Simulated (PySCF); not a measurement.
A calculated (B97-3, PySCF 2.14, ANO-RCC-VTZP, scalar relativity by spin-free X2C-1e) atom or ion has these occupied shells.

```csv
shell,electrons,orbital energy (eV),"rms radius, mean of both spins (bohr)"
1s α,1,-50094.6,0.0249
1s β,1,-50094.6,0.0249
2s α,1,-8304.0,0.101
2s β,1,-8303.8,0.101
2p α,3,-7401.0,0.0906
2p β,3,-7400.9,0.0906
3s α,1,-1853.2,0.261
3s β,1,-1850.7,0.261
3p α,3,-1570.8,0.261
3p β,3,-1568.2,0.261
3d α,5,-1191.6,0.240
3d β,5,-1189.2,0.240
4s α,1,-379.22,0.588
4s β,1,-373.14,0.588
4p α,3,-285.35,0.625
4p β,3,-279.01,0.625
4d α,5,-153.59,0.689
4d β,5,-146.34,0.689
5s α,1,-54.492,1.45
5s β,1,-51.316,1.45
5p α,3,-31.525,1.73
5p β,3,-29.017,1.73
4f α,7,-11.491,1.07
5d α,1,-7.412,3.16
4f β,1,-6.664,1.07
```

(1) Name the element and its charge.

Results:

(1) Gd⁺ (gadolinium, charge +1), in [Xe] 4f8 5d1, one real determinant (an excited configuration).
